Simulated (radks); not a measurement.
Results of a calculation; reference values are marked as such.
Initial-state core-level shifts of neutral thallium when its valence configuration changes from [Hg] 6p1. Code: a radial shooting solver on a logarithmic mesh with Libxc functionals. Model: scalar-relativistic Kohn-Sham, PBE, spin-polarised, spherical densities, point nucleus; open shells are filled with parallel spins first (spin-orbit coupling, left out, can overturn this in heavy ions). Shifts are changes of the shell-averaged eigenvalues in eV (positive: less bound).

valence                         2s       3p       3d       5p
[Xe] 4f14 5d9 6s2 6p2       -5.715   -5.652   -5.670   -5.052
[Xe] 4f14 5d8 6s2 6p3      -11.448  -11.300  -11.342   -9.938
[Xe] 4f14 5d10 6s1 6p2      -1.625   -1.642   -1.639   -1.668
[Xe] 4f13 5d9 6s2 6p3      -26.632  -28.599  -28.484  -13.358
[Xe] 4f12 5d9 6s2 6p4      -48.782  -52.831  -52.591  -22.103
[Xe] 4f12.5 5d8.5 6s2 6p4  -40.823  -43.763  -43.601  -20.373
[Xe] 4f13.5 5d8.5 6s2 6p3  -18.982  -19.880  -19.843  -11.656
[Xe] 4f14 5d9.5 6s2 6p1.5   -2.863   -2.834   -2.842   -2.554
[Xe] 4f13.5 5d7.5 6s2 6p4  -25.249  -26.034  -26.027  -16.866
